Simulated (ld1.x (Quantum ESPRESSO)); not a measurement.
# u(r) = r·R(r): atom against pseudo-atom (boron)

Columns: radius, all-electron u(r) and pseudo u(r) of the 2s shell (level -19.51 eV) of boron in the configuration [He] 2s2 2p0; PBE, scalar-relativistic, TM semilocal scheme, ld1.x (Quantum ESPRESSO) 7.5.

```
r (bohr)  all-electron   pseudo
   0.120        0.3175  -0.0575
   0.240        0.3022  -0.1170
   0.360        0.1539  -0.1807
   0.480       -0.0343  -0.2515
   0.600       -0.2192  -0.3321
   0.720       -0.3814  -0.4242
   0.840       -0.5145  -0.5241
   0.960       -0.6187  -0.6194
   1.080       -0.6949  -0.6949
   1.200       -0.7451  -0.7451
   1.320       -0.7730  -0.7730
   1.440       -0.7820  -0.7820
   1.560       -0.7757  -0.7757
   1.680       -0.7574  -0.7574
   1.800       -0.7301  -0.7301
   1.920       -0.6964  -0.6964
   2.040       -0.6584  -0.6584
   2.160       -0.6177  -0.6177
   2.280       -0.5759  -0.5759
   2.400       -0.5340  -0.5340
   2.520       -0.4928  -0.4928
   2.640       -0.4530  -0.4530
   2.760       -0.4149  -0.4149
   2.880       -0.3789  -0.3789
   3.000       -0.3450  -0.3450
   3.120       -0.3134  -0.3134
```

**Question.** How many radial nodes do the two functions have?

**Answer.** The all-electron 2s function has n − l − 1 = 1; the pseudo-wave has 0, since the states of the same l below it are removed with the core.

**Question.** At about which radius was the pseudo-wave matched?

**Answer.** 1.10 bohr, where the columns begin to agree (steps of 0.12 bohr).

**Question.** Is the pseudo-wave norm-conserving?

**Answer.** Yes: the TM semilocal scheme keeps the norm inside the radius equal to the all-electron one, which fixes the energy derivative of the logarithmic derivative at the level.
